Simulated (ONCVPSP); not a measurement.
Zr (Z = 40): one change to an ONCV potential, before and after

ONCVPSP 4.0.1 input, shortened (lines: element, Z, core and valence counts, functional; n l f; lmax; l rc ep ncon nbas qcut; lloc lpopt rc5 dvloc0; l nproj debl; icmod fcfact rcfact), PBE, scalar-relativistic:

```
  Zr 40.00    6    4        4      upf
    1    0    2.00
    2    0    2.00
    2    1    6.00
    3    0    2.00
    3    1    6.00
    3    2   10.00
    4    0    2.00
    4    1    6.00
    4    2    2.00
    5    0    2.00
    3
    0    2.00    0.00    4    8    5.60
    1    2.05    0.00    4    9    8.50
    2    2.25    0.00    4    9    8.00
    3    2.30    0.15    3    6    4.20
    4    5    1.25    4.00
    0    2    2.40
    1    2    3.10
    2    2    3.00
    3    3    3.50
    0    0.00    0.00
```

Change: p: qcut 10.3.

Cutoffs: the cutoffs (Ha) at which the residual kinetic energy of the hardest occupied pseudo-wave falls to 1 and 0.1 mHa per electron; they do not see the model core or the augmentation charge, which bear on the density cutoff. Errors are all-electron minus pseudo energies relative to the spin-unpolarised reference configuration.

Task: How do hardness, ghosts and transferability respond?

Result: The potential gets harder (15 Ha and 20 Ha → 29 Ha and 35 Ha); of the 4 tests that both files solve, the error grows in 1 and shrinks in 1 by more than 15 % and 0.3 meV (median size 3.9 → 3.5 meV); neither file shows a bound ghost. The waves are optimised to have the least kinetic energy above qcut, so the cutoff follows it (qcut²/2 in Ha).

| quantity | base | changed |
| --- | --- | --- |
| cutoff, loose | 15 Ha | 29 Ha |
| cutoff, tight | 20 Ha | 35 Ha |
| loose cutoff by channel | s 11 Ha, p 10 Ha, d 15 Ha | s 11 Ha, p 29 Ha, d 15 Ha |
| bound ghosts | none | none |
| GHOST(+) flags under 300 eV | none | none |
| error for 4s2 4p6 4d2 5s1, meV [ΔE 7.14 eV] | -1.6 | -1.4 |
| error for 4s2 4p6 4d2 5s0, meV [ΔE 20.08 eV] | -6.3 | -5.0 |
| error for 4s2 4p6 4d1 5s0, meV [ΔE 42.70 eV] | 0.0 | -2.1 |
| error for 4s1 4p6 4d2 5s2, meV [ΔE 60.53 eV] | -184 | -181 |
| s: phases at 2.03 bohr within 0.05 rad from the reference energy up to (Ha; the scan ends near 5) | 4.5 | 4.5 |
| p: phases at 2.08 bohr within 0.05 rad from the reference energy up to (Ha; the scan ends near 5) | to the end of the scan | to the end of the scan |
| d: phases at 2.28 bohr within 0.05 rad from the reference energy up to (Ha; the scan ends near 5) | to the end of the scan | to the end of the scan |
| f: phases at 2.33 bohr within 0.05 rad from the reference energy up to (Ha; the scan ends near 5) | to the end of the scan | to the end of the scan |

Base: The cutoffs count occupied waves only; projector 2 of the f channel, the hardest unoccupied one, needs 46 Ha at the loose tolerance.
